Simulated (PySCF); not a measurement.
CCl3NOSi, singlet, at a GFN2-xTB geometry. Base run: PBE0/6-31G run with PySCF.

The PySCF input:
```python
from pyscf import gto, scf, dft, solvent

mol = gto.M(
    atom='''
O     3.63553697    0.30304883    0.15574511
C     2.50615727    0.12164792    0.04554688
N     1.35115317   -0.12333501   -0.10927878
Si   -0.36127482   -0.04794239   -0.02810625
Cl   -0.90020481   -0.20720256    1.89625697
Cl   -1.01000779   -1.59416068   -1.11296304
Cl   -0.94399117    1.70608444   -0.80451766
''',
    basis='6-31g',
    verbose=4,
)

mf = dft.RKS(mol)
mf.xc = 'pbe0'
mf.kernel()
mf.analyze()
```

Base: dipole (D) 0.54; HOMO-LUMO gap (eV) 8.23.

A changed run: ΔE vs base (kJ/mol) -12.50; dipole (D) 0.67; HOMO-LUMO gap (eV) 8.22.

**Question.** Name the change that produced these shifts.
(A) model = IEF-PCM; solvent = tetrahydrofuran; vdw_scale = 1.1
(B) model = IEF-PCM; solvent = tetrahydrofuran; vdw_scale = 1.4
(C) model = C-PCM; solvent = tetrahydrofuran

**Answer.** C, model = C-PCM; solvent = tetrahydrofuran

The base is the gas phase, so ΔE is the electrostatic part of solvation at a fixed geometry, without cavity and dispersion terms.
